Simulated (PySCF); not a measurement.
Atom-mapped SMILES (the numbers label the heavy atoms): `[CH:1]#[C:2][C:3](=[O:4])[O:5][Si@H:6]([CH3:7])[O:8][CH:9]=[O:10]`. Each H is labelled by its parent atom.

PySCF 2.14 calculation with σ from GIAO-PBE0/pcSseg-1 and structure optimised with GFN2-xTB; equivalent nuclei averaged, a single conformation, gas phase, relativity neglected.

Problem. Predict the 2D correlation tables (HSQC, COSY, HMBC).

Solution. 

HSQC (one-bond C–H):
```tsv
δH	δC
8.05 (H(C9))	165.6 (C9)
2.41 (H(C1))	84.0 (C1)
0.75 (H(C7))	0.1 (C7)
```

COSY cross peaks (H two or three bonds apart, from the bond graph; peaks can be absent where the dihedral angle is near 90°):
```tsv
δH	δH
5.67 (H(Si6))	0.75 (H(C7))
```

HMBC (two and three bonds, from the bond graph):
```tsv
δH	δC
5.67 (H(Si6))	165.6 (C9), 157.8 (C3), 0.1 (C7)
2.41 (H(C1))	157.8 (C3), 79.4 (C2)
```

δ = σ(ref) − σ, references computed at the same level: 1H and 13C vs TMS.

Shifts are as computed. Against solution values, carbons near 30 ppm lie about +3 ppm off and those near 130 ppm about +5 ppm. Of 1309 compounds with measured shifts, 239 miss one by over three times the rms of a fit or turn the order of signals round; such compounds aren't used in these exercises.
